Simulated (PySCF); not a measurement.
## Basis and Hamiltonian dependence of the excitation energy of Bi²⁺

Bi²⁺ [Xe] 4f14 5d10 6s2 6p1 (2P) → Bi²⁺ [Xe] 4f14 5d10 6s1 6p2 (4P). All values are computed (PySCF 2.14, energy differences of UHF-based or UKS calculations, no spin-orbit coupling). Values in eV.

| basis | Hamiltonian | functions | UHF | r2SCAN | PBE0 | MP2 (valence) | CCSD(T) (valence) |
| --- | --- | --- | --- | --- | --- | --- | --- |
| aug-cc-pVTZ-PP with ECP60MDF | ECP | 55 | 7.793 | 9.460 | 9.573 | 8.374 | 8.549 |
| def2-QZVPP with the def2 core potential (60 electrons) | ECP | 82 | 7.784 | n/a | n/a | 8.430 | 8.586 |
| x2c-TZVPPall | spin-free X2C | 83 | 7.785 | 9.467 | 9.536 | 8.362 | 8.536 |
| aug-cc-pVTZ-DK3 | spin-free X2C | 84 | 7.766 | 9.446 | 9.528 | 8.349 | 8.524 |
| def2-QZVPPD with the def2 core potential (60 electrons) | ECP | 88 | 7.784 | 9.460 | 9.570 | 8.430 | 8.586 |
| aug-cc-pVQZ-PP with ECP60MDF | ECP | 92 | 7.784 | 9.460 | 9.570 | 8.429 | 8.586 |
| aug-cc-pVQZ-DK3 | spin-free X2C | 118 | 7.758 | n/a | n/a | 8.394 | 8.551 |
| aug-cc-pwCVTZ-DK3 with one added diffuse shell each of s, d, f type | spin-free X2C | 138 | 7.759 | n/a | n/a | n/a | n/a |
| aug-cc-pV5Z-PP with ECP60MDF | ECP | 139 | 7.782 | 9.463 | 9.570 | 8.451 | n/a |
| x2c-QZVPPall | spin-free X2C | 142 | 7.763 | 9.463 | 9.537 | 8.403 | n/a |

Frozen in the all-electron rows: valence: [Xe] 4f14 5d10; with a core potential, the same shells as far as they lie outside it.

Spin-orbit coupling is strong in these open shells (close to jj coupling), so the scalar numbers refer to model states.
